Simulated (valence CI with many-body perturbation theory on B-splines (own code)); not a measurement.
**E1 line list for Hf LIX**

Method: valence CI with perturbative core correlation (CI+MBPT): four valence electrons over a frozen Dirac-Fock core [Ne], a basis of 11 s, 11 p, 9 d, 7 f, 5 g, 2 h, 1 i functions for each j, with the one-electron correlation potential Σ1 (screened to all orders), the two-electron term Σ2, the three-electron term Σ3, Breit, model QED; selected single and double excitations, second order for the rest (own B-spline code, finite nucleus).

No measured spectrum was set against this ion. As an estimate, large intervals hold to a few tenths of a per cent, small ones and those within an open d or f shell to about a per cent.

Lines 201 to 236 of 236 in falling wavelength, among levels below 1154.7 eV, chosen from the strongest by gf and those to the six lowest levels. Wavelengths and rates use the calculated energies. Electric multipoles are in the length gauge, E1 and E2 with the static RPA response of the core. Weak lines are less certain than strong ones. Lines between different terms over intervals too small for the method are left out, as are lines whose strength nearly cancels. The highest levels of a list are the least certain.

Levels are named by their leading jj configuration (3d3/2^4 stands for four electrons in 3d with j = 3/2), which in mixed levels can hold well under half, so a name can repeat and another be missing. Letters in brackets count levels of one name in rising energy.

```
λ vac (Å)                           Upper                   Lower   A (s⁻¹)  S (a.u.)
    20.87  (3s 3p1/2 3p3/2 3d5/2) J=2 [c]  (3s^2 3p1/2 3d3/2) J=2  1.31e+10  2.93e-04
    20.63          (3s^2 3p3/2 3d5/2) J=2  (3s^2 3p1/2 3p3/2) J=2  1.59e+10  3.44e-04
    20.62  (3s 3p1/2 3p3/2 3d5/2) J=3 [a]  (3s 3p1/2^2 3p3/2) J=2  8.71e+10  2.64e-03
    20.62  (3s 3p1/2 3p3/2 3d5/2) J=2 [d]  (3s^2 3p1/2 3d3/2) J=2  2.75e+09  5.94e-05
    20.61              (3s^2 3d3/2^2) J=2  (3s 3p1/2^2 3p3/2) J=1  1.64e+10  3.55e-04
    20.52  (3s 3p1/2 3p3/2 3d5/2) J=1 [b]  (3s 3p1/2^2 3p3/2) J=1  3.55e+10  4.55e-04
    20.32          (3s^2 3p3/2 3d5/2) J=2  (3s^2 3p1/2 3p3/2) J=1  5.13e+08  1.06e-05
    20.28  (3s 3p1/2 3p3/2 3d5/2) J=3 [b]  (3s 3p1/2^2 3p3/2) J=2  3.52e+10  1.01e-03
    20.26  (3s 3p1/2 3p3/2 3d5/2) J=1 [a]  (3s 3p1/2^2 3p3/2) J=2  3.81e+09  4.70e-05
    20.14  (3s 3p1/2 3p3/2 3d5/2) J=2 [b]  (3s 3p1/2^2 3p3/2) J=2  7.04e+10  1.42e-03
    20.13  (3s 3p1/2 3p3/2 3d5/2) J=1 [c]  (3s 3p1/2^2 3p3/2) J=1  2.17e+09  2.62e-05
    20.07      (3s 3p1/2 3p3/2 3d5/2) J=0  (3s 3p1/2^2 3p3/2) J=1  4.47e+11  1.78e-03
    20.05  (3s 3p1/2 3p3/2 3d5/2) J=2 [c]  (3s 3p1/2^2 3p3/2) J=1  1.96e+10  3.89e-04
    19.87          (3s^2 3p3/2 3d5/2) J=3  (3s^2 3p1/2 3p3/2) J=2  2.71e+09  7.35e-05
    19.83              (3s^2 3d3/2^2) J=0  (3s 3p1/2^2 3p3/2) J=1  3.29e+10  1.27e-04
    19.81  (3s 3p1/2 3p3/2 3d5/2) J=2 [d]  (3s 3p1/2^2 3p3/2) J=1  2.90e+10  5.56e-04
    19.81  (3s 3p1/2 3p3/2 3d5/2) J=3 [c]  (3s 3p1/2^2 3p3/2) J=2  6.88e+10  1.85e-03
    19.73              (3s^2 3d3/2^2) J=2  (3s 3p1/2^2 3p3/2) J=2  2.95e+10  5.58e-04
    19.64  (3s 3p1/2 3p3/2 3d5/2) J=1 [b]  (3s 3p1/2^2 3p3/2) J=2  3.66e+10  4.11e-04
    19.57          (3s^2 3p3/2 3d5/2) J=1  (3s^2 3p1/2 3p3/2) J=2  3.35e+10  3.72e-04
    19.48          (3s^2 3d3/2 3d5/2) J=3  (3s^2 3p1/2 3d3/2) J=2  8.07e+08  2.06e-05
    19.30          (3s^2 3p3/2 3d5/2) J=1  (3s^2 3p1/2 3p3/2) J=1  4.64e+09  4.94e-05
    19.29  (3s 3p1/2 3p3/2 3d5/2) J=1 [c]  (3s 3p1/2^2 3p3/2) J=2  6.80e+09  7.22e-05
    19.24  (3s 3p1/2 3p3/2 3d5/2) J=3 [d]  (3s 3p1/2^2 3p3/2) J=2  8.85e+09  2.18e-04
    19.21  (3s 3p1/2 3p3/2 3d5/2) J=2 [c]  (3s 3p1/2^2 3p3/2) J=2  7.66e+09  1.34e-04
    18.99  (3s 3p1/2 3p3/2 3d5/2) J=2 [d]  (3s 3p1/2^2 3p3/2) J=2  6.29e+10  1.06e-03
    18.03          (3s^2 3d3/2 3d5/2) J=3  (3s 3p1/2^2 3p3/2) J=2  2.82e+09  5.70e-05
    15.58                (3s 3p3/2^3) J=2  (3s^2 3p1/2 3p3/2) J=2  5.15e+09  4.80e-05
    15.40                (3s 3p3/2^3) J=2  (3s^2 3p1/2 3p3/2) J=1  3.99e+08  3.60e-06
    15.40      (3s 3p1/2 3p3/2^2) J=1 [a]      (3s^2 3p1/2^2) J=0  1.03e+09  5.56e-06
    15.19      (3s 3p1/2 3p3/2^2) J=1 [b]      (3s^2 3p1/2^2) J=0  5.83e+09  3.03e-05
    14.97                (3s 3p3/2^3) J=1  (3s^2 3p1/2 3p3/2) J=2  5.96e+08  2.96e-06
    14.81                (3s 3p3/2^3) J=1  (3s^2 3p1/2 3p3/2) J=1  5.31e+09  2.55e-05
    14.40          (3s^2 3p3/2 3d3/2) J=1      (3s^2 3p1/2^2) J=0  7.33e+08  3.24e-06
    13.10          (3s^2 3p3/2 3d5/2) J=1      (3s^2 3p1/2^2) J=0  2.46e+09  8.18e-06
    10.86                (3s 3p3/2^3) J=1      (3s^2 3p1/2^2) J=0  3.23e+06  6.14e-09
```
